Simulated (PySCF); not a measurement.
## Two-component Hartree-Fock for Rh²⁺ (rhodium, charge +2)

Start: [Kr] 4d7; 4d3/2 filled at m_j = +1/2, +3/2; 4d5/2 filled at m_j = -3/2, -1/2, +1/2, +3/2, +5/2. Calculated with PySCF 2.14 in x2c-TZVPall-2c (8s9p7d1f, 77 functions): generalised Hartree-Fock with the X2C-1e Hamiltonian and a Gaussian nucleus; one run each with spin-orbit coupling (SO) switched off, then screened by Boettger's factors. This is a chosen level, not necessarily the ground level.

```
spinor shell  electrons  ε, spin-free (eV)  ε, screened SO (eV)  weight of nominal j (screened SO)  rms radius, screened SO (bohr)
       1s1/2          2           -23363.5             -23361.9                              1.000                          0.0374
       2s1/2          2            -3487.2              -3486.7                              1.000                           0.154
       2p1/2          2            -3120.6              -3220.6                              1.000                           0.134
       3s1/2          2            -675.75              -675.57                              1.000                           0.415
       3p1/2          2            -552.12              -569.96                              1.000                           0.411
       3p3/2          4            -552.12              -543.70                              1.000                           0.422
       3d3/2          4            -354.71              -357.93                              0.992                           0.401
       3d5/2          6            -354.71              -352.36                              0.995                           0.405
       4s1/2          2            -122.07              -122.00                              1.000                            1.05
       4p1/2          2            -84.485              -89.504                              0.832                            1.14
       4p3/2          4            -84.485              -82.006                              0.916                            1.16
       4d5/2          5            -32.747              -33.494                              0.538                            1.55
       4d3/2          2            -32.747              -30.893                              0.628                            1.58
```

Q: Where does 2p3/2 lie, and what is the 2p spin-orbit splitting (screened SO)?

A: At -3074.0 eV, 146.63 eV above 2p1/2.

```json
{"quantity": "E (hartree)", "spin-free": "-4779.99040", "screened SO": "-4780.74274"}
{"quantity": "M_J", "spin-free": "9/2", "screened SO": "9/2"}
{"quantity": "⟨J²⟩", "spin-free": "24.758", "screened SO": "24.759"}
{"quantity": "⟨L²⟩", "spin-free": "12.006", "screened SO": "12.163"}
{"quantity": "⟨S²⟩", "spin-free": "3.752", "screened SO": "3.708"}
```

Each row is a mean over spinors that exchange with the open shell spreads, by up to 8.835 eV (4p3/2).

Rows whose weight is well below 1 are mixtures of j = l ± 1/2: exchange outweighs spin-orbit coupling there, and the label is only the starting occupation.

Breit and QED terms are absent; they matter most for the inner s and p1/2 levels.

Densities and radii are taken from the X2C orbitals without a picture-change correction, which distorts them close to the nucleus.

Without spin-orbit coupling the j labels of p, d and f shells carry no meaning; the spin-free column gives the mean over the occupied spinors of each nl shell.
